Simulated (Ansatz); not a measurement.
```yaml
crystal:
  periodic: [false, false, false]
  atoms:
    - {symbol: C, position_ang: [0.485597, -2.179298, 1.550096]}
    - {symbol: S, position_ang: [1.680107, -1.363531, 0.443645]}
    - {symbol: Ag, position_ang: [0.514487, 0.383388, -0.497961]}
    - {symbol: P, position_ang: [-0.590098, 2.146654, -1.481869]}
    - {symbol: F, position_ang: [-0.582488, 2.262067, -3.026996]}
    - {symbol: F, position_ang: [-0.166447, 3.593683, -1.123699]}
    - {symbol: F, position_ang: [-2.113331, 2.253965, -1.220486]}
    - {symbol: H, position_ang: [-0.371663, -2.570565, 1.002950]}
    - {symbol: H, position_ang: [1.005121, -3.016863, 2.017863]}
    - {symbol: H, position_ang: [0.138705, -1.509500, 2.336457]}
basis:
  gaussian: {orbitals: def2-TZVPD}
total_charge: -1
magnetization: {spin_polarized: true, initial_magnetization: 7}
hamiltonian: {xc: {name: HSE06}}
correlation: {method: rpa}
```

```sh
$ ansatz run in.yaml --threads 2 --pin off --events-out ev --progress --plain --max-ram 32768MiB --backend cuda --devices 0, --max-vram 18GiB
```

It prints (some lines left out):

```
Functional definition: HSE06
2156 factors; integrals over basis functions are off by at most 1.1e-3 eV
153 factors; integrals over basis functions are off by at most 3.8e-6 eV
mean field evaluation 1: about -33321.7646 eV, gradient 5.2e1 eV
mean field evaluation 2: about -33322.2151 eV, gradient 5.2e1 eV
mean field evaluation 4: about -33336.2037 eV, gradient 2.2e1 eV
mean field evaluation 8: about -33338.3420 eV, gradient 1.0e0 eV
mean field evaluation 16: about -33338.3712 eV, gradient 1.9e-2 eV
mean field evaluation 32: about -33338.3712 eV, gradient 1.9e-5 eV
mean field -33338.37124211 eV, -1225.1625455881 hartree, gradient 9.5e-6 eV, S^2 15.759706; 8 other end points of the search recorded, 0 dependent functions left out
14 core orbitals not correlated: weight in the atoms' cores, before any rotation towards them, 1.000 or more for the frozen orbitals, at most 0.000 for the correlated occupied ones
reference -33253.14870346 eV, -1222.0306750584 hartree; 33, 26 occupied and 266, 273 virtual orbitals, 2156 factors
Total energy: -33319.54183136 eV, -1224.4705775058 hartree
```

(1) What is wrong with this run?

Answers

(1) The spin is set far too high for this molecule. The run converged. The result belongs to that input, not to the molecule as meant.

HSE06 is defined as in plane-wave codes.
